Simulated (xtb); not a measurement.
C4H12O3Si (SMILES CO[Si](C)(OC)OC), singlet, at a GFN2-xTB geometry; GFN1-xTB in xtb.

Input for xtb:
```
$ xtb mol.xyz --gfn 1 --opt --json

# file mol.xyz
20

C     -2.35120043    -1.27674156    -0.34643132
O     -1.49905331    -0.17147283    -0.46403798
Si     0.00031971     0.00348305     0.13674299
C      0.00478463     0.05212581     2.04643346
O      0.60965432     1.36457226    -0.50809365
C      0.07656315     2.65852392    -0.45234479
O      0.88609113    -1.22913671    -0.44267421
C      2.27194248    -1.41114068    -0.35381704
H     -1.83637703    -2.19297873    -0.63796567
H     -2.70483729    -1.38018781     0.68219784
H     -3.20270831    -1.10950683    -1.00685516
H     -0.72291189     0.76219536     2.43016166
H      0.97631051     0.34314263     2.43686273
H     -0.23624012    -0.91840604     2.47183131
H     -0.96874424     2.65837143    -0.76356558
H      0.65935611     3.28562621    -1.12783560
H      0.14473364     3.05763078     0.56249737
H      2.80022780    -0.51870423    -0.69145256
H      2.53604404    -2.25573748    -0.99107630
H      2.56459478    -1.62851473     0.67620299
```

Q: Write the output that xtb gives for this input, abridged.

A: 
```
   ID    Z sym.   atoms
    1    6 C      1, 4, 6, 8
    2    8 O      2, 5, 7
    3   14 Si     3
    4    1 H      9-20

           -------------------------------------------------
          |                Calculation Setup                |
           -------------------------------------------------

           -------------------------------------------------
          |                 G F N 1 - x T B                 |
           -------------------------------------------------

          ...................................................
          :                      SETUP                      :
          :.................................................:
          :  # basis functions                  62          :
          :  # atomic orbitals                  61          :
          :  # shells                           41          :
          :  # electrons                        50          :
          :  # halogen bonds                     0          :
          :  max. iterations                   250          :
          :  Hamiltonian                  GFN1-xTB          :
          :  restarted?                      false          :
          :  GBSA solvation                  false          :
          :  PC potential                    false          :
          :  electronic temp.          300.0000000     K    :
          :  accuracy                    1.0000000          :
          :  -> integral cutoff          0.2500000E+02      :
          :  -> integral neglect         0.1000000E-07      :
          :  -> SCF convergence          0.1000000E-05 Eh   :
          :  -> wf. convergence          0.2000000E-04 e    :
          :  Broyden damping             0.4000000          :
          :  net charge                          0          :
          :  unpaired electrons                  0          :
          ...................................................

 iter      E             dE          RMSdq      gap      omega  full diag
   1    -31.3010908 -0.313011E+02  0.772E+00    7.92       0.0  T
   2    -31.3490983 -0.480075E-01  0.461E+00    7.84       1.0  T
   3    -31.3487772  0.321176E-03  0.764E-01    7.77       1.0  T
   4    -31.3502939 -0.151670E-02  0.209E-01    7.88       1.0  T
   5    -31.3520606 -0.176675E-02  0.578E-02    7.85       1.0  T
   6    -31.3520998 -0.392379E-04  0.303E-02    7.84       1.0  T
   7    -31.3521082 -0.833839E-05  0.910E-03    7.84       2.5  T
   8    -31.3521088 -0.648440E-06  0.438E-03    7.84       5.1  T
   9    -31.3521090 -0.209054E-06  0.864E-05    7.84     258.7  T
  10    -31.3521090 -0.555467E-10  0.961E-06    7.84    2327.7  T

   *** convergence criteria satisfied after 10 iterations ***

         :::::::::::::::::::::::::::::::::::::::::::::::::::::
         ::                     SUMMARY                     ::
         :::::::::::::::::::::::::::::::::::::::::::::::::::::
         :: total energy             -31.072787026190 Eh    ::
         :: gradient norm              0.035133790359 Eh/a0 ::
         :: HOMO-LUMO gap              7.838787319445 eV    ::
         ::.................................................::
         :: SCC energy               -31.352109041602 Eh    ::
         :: -> electrostatic           0.099647862974 Eh    ::
         :: repulsion energy           0.287064192585 Eh    ::
         :: dispersion energy         -0.007742177173 Eh    ::
         :: halogen bond corr.         0.000000000000 Eh    ::
         :: add. restraining           0.000000000000 Eh    ::
         :: total charge              -0.000000000000 e     ::
         :::::::::::::::::::::::::::::::::::::::::::::::::::::

      -----------------------------------------------------------
     |                   =====================                   |
     |                        A N C O P T                        |
     |                   =====================                   |
     |               Approximate Normal Coordinate               |
     |                Rational Function Optimizer                |
      -----------------------------------------------------------
      -----------------------------------------------------------
     |                   =====================                   |
     |                        A N C O P T                        |
     |                   =====================                   |
     |               Approximate Normal Coordinate               |
     |                Rational Function Optimizer                |
      -----------------------------------------------------------

          ...................................................
          :                      SETUP                      :
          :.................................................:
          :   optimization level            normal          :
          :   max. optcycles                   200          :
          :   ANC micro-cycles                  20          :
          :   degrees of freedom                54          :
          :.................................................:
          :   RF solver                   davidson          :
          :   write xtbopt.log                true          :
          :   linear?                        false          :
          :   energy convergence         0.5000000E-05 Eh   :
          :   grad. convergence          0.1000000E-02 Eh/α :
          :   maxmium RF displ.          1.0000000          :
          :   Hlow (freq-cutoff)         0.1000000E-01      :
          :   Hmax (freq-cutoff)         5.0000000          :
          :   S6 in model hess.         20.0000000          :
          ...................................................

generating ANC from exact Hessian ...
Using Lindh-Hessian (1995)
 Shifting diagonal of input Hessian by    6.3740473109936517E-003
 Lowest  eigenvalues of input Hessian
    0.000000    0.000000    0.000000    0.000000    0.000000    0.000000
[...]
 * total energy  :   -31.1018732 Eh     change       -0.1438895E-03 Eh
 * total energy  :   -31.1021704 Eh     change       -0.2971462E-03 Eh
 * total energy  :   -31.1022564 Eh     change       -0.8607777E-04 Eh
 * total energy  :   -31.1023355 Eh     change       -0.7902515E-04 Eh
 * total energy  :   -31.1023766 Eh     change       -0.4115121E-04 Eh
 * total energy  :   -31.1024377 Eh     change       -0.6112504E-04 Eh
 * total energy  :   -31.1025111 Eh     change       -0.7337927E-04 Eh
 * total energy  :   -31.1025681 Eh     change       -0.5697057E-04 Eh
 * total energy  :   -31.1025867 Eh     change       -0.1859697E-04 Eh
 * total energy  :   -31.1025945 Eh     change       -0.7771767E-05 Eh
 * total energy  :   -31.1025951 Eh     change       -0.6144913E-06 Eh
 * total energy  :   -31.1025976 Eh     change       -0.2520947E-05 Eh
   *** GEOMETRY OPTIMIZATION CONVERGED AFTER 21 ITERATIONS ***
         :: total energy             -31.102597599910 Eh    ::
[...]
         :: add. restraining           0.000000000000 Eh    ::
         :: total charge               0.000000000000 e     ::
         :::::::::::::::::::::::::::::::::::::::::::::::::::::

           -------------------------------------------------
          |                Property Printout                |
           -------------------------------------------------

    * Orbital Energies and Occupations

         #    Occupation            Energy/Eh            Energy/eV
      -------------------------------------------------------------
         1        2.0000           -0.7531794             -20.4951
       ...           ...                  ...                  ...
        13        2.0000           -0.5648159             -15.3694
        14        2.0000           -0.5564304             -15.1412
        15        2.0000           -0.5564304             -15.1412
        16        2.0000           -0.5542649             -15.0823
        17        2.0000           -0.4758868             -12.9495
        18        2.0000           -0.4733834             -12.8814
        19        2.0000           -0.4733834             -12.8814
        20        2.0000           -0.4704378             -12.8013
        21        2.0000           -0.4704378             -12.8013
        22        2.0000           -0.4486298             -12.2078
        23        2.0000           -0.4486298             -12.2078
        24        2.0000           -0.4359714             -11.8634
        25        2.0000           -0.4159322             -11.3181 (HOMO)
        26                         -0.1324714              -3.6047 (LUMO)
        27                         -0.1321008              -3.5946
        28                         -0.1321008              -3.5946
        29                         -0.0986816              -2.6853
        30                         -0.0644539              -1.7539
        31                         -0.0644539              -1.7539
        32                         -0.0628281              -1.7096
        33                         -0.0618354              -1.6826
        34                         -0.0618354              -1.6826
        35                         -0.0591333              -1.6091
        36                         -0.0479989              -1.3061
       ...                                ...                  ...
        61                          1.4409334              39.2098
      -------------------------------------------------------------
                  HL-Gap            0.2834608 Eh            7.7134 eV
             Fermi-level           -0.2742018 Eh           -7.4614 eV

  Mulliken/CM5 charges         n(s)   n(p)   n(d)
     1C     0.18402  0.06860   0.962  2.854  0.000
     2O    -0.39804 -0.45872   1.602  4.796  0.000
     3Si    0.56238  0.50873   0.829  1.361  1.248
     4C    -0.15346 -0.26230   0.991  3.162  0.000
     5O    -0.39804 -0.45872   1.602  4.796  0.000
     6C     0.18402  0.06860   0.962  2.854  0.000
     7O    -0.39804 -0.45872   1.602  4.796  0.000
     8C     0.18402  0.06860   0.962  2.854  0.000
     9H     0.01853  0.07706   0.981  0.000  0.000
    10H     0.01788  0.07646   0.982  0.000  0.000
    11H     0.01871  0.07725   0.981  0.000  0.000
    12H     0.02261  0.07720   0.977  0.000  0.000
    13H     0.02261  0.07720   0.977  0.000  0.000
    14H     0.02261  0.07720   0.977  0.000  0.000
    15H     0.01853  0.07706   0.981  0.000  0.000
    16H     0.01871  0.07725   0.981  0.000  0.000
    17H     0.01788  0.07646   0.982  0.000  0.000
    18H     0.01853  0.07706   0.981  0.000  0.000
    19H     0.01871  0.07725   0.981  0.000  0.000
    20H     0.01788  0.07646   0.982  0.000  0.000

Wiberg/Mayer (AO) data.
largest (>0.10) Wiberg bond orders for each atom

 ---------------------------------------------------------------------------
     #   Z sym  total        # sym  WBO       # sym  WBO       # sym  WBO
 ---------------------------------------------------------------------------
     1   6 C    3.919 --    10 H    0.985    11 H    0.984     9 H    0.984
                             2 O    0.937
     2   8 O    2.360 --     3 Si   1.322     1 C    0.937
     3  14 Si   5.150 --     5 O    1.322     2 O    1.322     7 O    1.322
                             4 C    1.003
     4   6 C    3.962 --     3 Si   1.003    14 H    0.963    12 H    0.963
                            13 H    0.963
     5   8 O    2.360 --     3 Si   1.322     6 C    0.937
     6   6 C    3.919 --    17 H    0.985    16 H    0.984    15 H    0.984
                             5 O    0.937
     7   8 O    2.360 --     3 Si   1.322     8 C    0.937
     8   6 C    3.919 --    20 H    0.985    19 H    0.984    18 H    0.984
                             7 O    0.937
     9   1 H    1.010 --     1 C    0.984
    10   1 H    1.011 --     1 C    0.985
    11   1 H    1.010 --     1 C    0.984
    12   1 H    1.004 --     4 C    0.963
    13   1 H    1.004 --     4 C    0.963
    14   1 H    1.004 --     4 C    0.963
    15   1 H    1.010 --     6 C    0.984
    16   1 H    1.010 --     6 C    0.984
    17   1 H    1.011 --     6 C    0.985
    18   1 H    1.010 --     8 C    0.984
    19   1 H    1.010 --     8 C    0.984
    20   1 H    1.011 --     8 C    0.985
 ---------------------------------------------------------------------------

Topologies differ in total number of bonds
Writing topology from bond orders to xtbtopo.mol

 dipole moment from electron density (au)
     X       Y       Z
  -0.0012  -0.0125  -0.4921  total (Debye):    1.251

optimized geometry written to: xtbopt.xyz

           -------------------------------------------------
          | TOTAL ENERGY              -31.102597599910 Eh   |
          | GRADIENT NORM               0.000469166302 Eh/α |
          | HOMO-LUMO GAP               7.713359751606 eV   |
           -------------------------------------------------

normal termination of xtb
```
